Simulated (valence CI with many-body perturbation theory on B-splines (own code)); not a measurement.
Values are calculated unless marked as measured or tabulated.
## Cr²⁺: what each term of the Hamiltonian does

Method: valence CI with perturbative core correlation (CI+MBPT): four valence electrons over a frozen Dirac-Fock core [Ar], a basis of 9 s, 9 p, 10 d, 8 f, 5 g, 3 h, 1 i functions for each j, with the one-electron correlation potential Σ1 (screened to all orders), the two-electron term Σ2, the three-electron term Σ3, Breit, model QED; selected single and double excitations, second order for the rest, scaled by the run's own slope (own B-spline code, finite nucleus).

Set against measurement, 62 paired levels are off by 1343 cm⁻¹ on average, the worst by 3236. Among the levels kept, up to 480 cm⁻¹ of a level comes from second order outside the variational space, and about a tenth of that is noise between levels of different J, which matters for small intervals. Only levels of the ground parity were solved; by the run's estimate the other parity begins above the list, which can be wrong where configurations are misplaced.

Each rung adds one term. CI alone is the Dirac-Coulomb CI over the frozen core; QED comes last and gives the full result, which names the levels. Energies are above 3d⁴ ⁵D_0 on the same rung, in eV. A blank means that the level has no clear partner on that rung.

Letters in brackets count levels of one name in rising energy.

| Level | CI alone | Σ1 | Σ2 | Σ3 | Breit | QED | Full |
| --- | --- | --- | --- | --- | --- | --- | --- |
| 3d⁴ ⁵D_1 | 0.0087 | +0.0003 | +0.0004 | 0.0000 | -0.0015 | +0.0001 | 0.0080 |
| 3d⁴ ⁵D_2 | 0.0217 | +0.0023 | +0.0028 | 0.0000 | -0.0042 | +0.0001 | 0.0228 |
| 3d⁴ ⁵D_3 | 0.0402 | +0.0055 | +0.0065 | 0.0000 | -0.0084 | +0.0002 | 0.0441 |
| 3d⁴ ⁵D_4 | 0.0639 | +0.0092 | +0.0113 | 0.0000 | -0.0140 | +0.0003 | 0.0708 |
| 3d⁴ ³H_4 | 1.984 | +0.0793 | +0.0160 | -0.0131 | -0.0067 | +0.0003 | 2.060 |
| 3d⁴ ³H_5 | 1.999 | +0.0818 | +0.0183 | -0.0130 | -0.0115 | +0.0003 | 2.075 |
| 3d⁴ ³H_6 | 2.015 | +0.0849 | +0.0215 | -0.0130 | -0.0179 | +0.0004 | 2.091 |
| 3d⁴ ³P_0 [a] | 1.801 | +0.0934 | +0.2068 | +0.0145 | +0.0054 | 0.0000 | 2.121 |
| 3d⁴ ³P_1 [a] | 1.841 | +0.0991 | +0.2128 | +0.0160 | -0.0002 | +0.0002 | 2.169 |
| 3d⁴ ³P_2 [a] | 1.911 | +0.1104 | +0.2240 | +0.0176 | -0.0113 | +0.0006 | 2.252 |
| 3d⁴ ³F_2 [a] | 2.070 | +0.1046 | +0.1314 | -0.0157 | -0.0058 | +0.0004 | 2.285 |
| 3d⁴ ³F_3 [a] | 2.079 | +0.1052 | +0.1303 | -0.0165 | -0.0077 | +0.0004 | 2.291 |
| 3d⁴ ³F_4 [a] | 2.091 | +0.1058 | +0.1289 | -0.0169 | -0.0100 | +0.0004 | 2.299 |
| 3d⁴ ³G_3 | 2.427 | +0.0998 | +0.0294 | -0.0284 | -0.0049 | +0.0003 | 2.524 |
| 3d⁴ ³G_4 | 2.444 | +0.1025 | +0.0335 | -0.0284 | -0.0107 | +0.0004 | 2.542 |
| 3d⁴ ³G_5 | 2.462 | +0.1049 | +0.0346 | -0.0284 | -0.0154 | +0.0005 | 2.558 |
| 3d⁴ ¹I_6 | 3.032 | +0.1171 | +0.0097 | -0.0409 | -0.0155 | +0.0004 | 3.103 |
| 3d⁴ ¹G_4 [a] | 2.976 | +0.1209 | +0.1507 | -0.1310 | -0.0103 | +0.0005 | 3.107 |
| 3d⁴ ³D_3 | 3.103 | +0.1227 | +0.0308 | -0.0506 | -0.0077 | +0.0004 | 3.199 |
| 3d⁴ ³D_2 | 3.106 | +0.1233 | +0.0337 | -0.0505 | -0.0076 | +0.0005 | 3.205 |
| 3d⁴ ³D_1 | 3.111 | +0.1246 | +0.0341 | -0.0506 | -0.0061 | +0.0005 | 3.213 |
| 3d⁴ ¹S_0 | 3.344 | +0.1301 | +0.2401 | -0.2276 | -0.0056 | +0.0005 | 3.482 |
| 3d⁴ ¹D_2 [a] | 3.517 | +0.1800 | +0.1916 | +0.1065 | -0.0065 | +0.0005 | 3.989 |
| 3d⁴ ¹F_3 | 4.315 | +0.1801 | +0.0606 | +0.0189 | -0.0081 | +0.0005 | 4.567 |
| 3d⁴ ³F_4 [b] |  |  | +0.1350 | +0.0095 | -0.0088 | +0.0006 | 5.358 |
| 3d⁴ ³F_2 [b] | 5.020 |  |  | +0.0127 | -0.0059 | +0.0006 | 5.359 |
| 3d⁴ ³F_3 [b] | 5.023 | +0.2012 | +0.1340 | +0.0099 | -0.0067 | +0.0006 | 5.362 |
| 3d⁴ ³P_2 [b] |  |  |  | +0.0340 | -0.0035 | +0.0005 | 5.402 |
| 3d⁴ ³P_1 [b] |  |  | +0.2405 | +0.0382 | -0.0068 | +0.0007 | 5.459 |
| 3d⁴ ³P_0 [b] |  |  | +0.2498 | +0.0383 | -0.0100 | +0.0008 | 5.486 |
| 3d³4s ⁵F_1 | 2.755 | +0.7306 | +2.196 | +0.1078 | +0.0112 | +0.0049 | 5.806 |

The middle columns are the shifts that each term adds.

**Question.** How does the ionisation energy move along the ladder, and which term matters most?

**Answer.** CI alone 27.283, + Σ1 28.430, + Σ2 30.530, + Σ3 30.529, + Breit 30.537, + QED 30.538 eV. The largest step is Σ2, 2.100 eV. NIST lists 30.959 ± 0.025 eV (measured), further off than its uncertainty and the later steps.
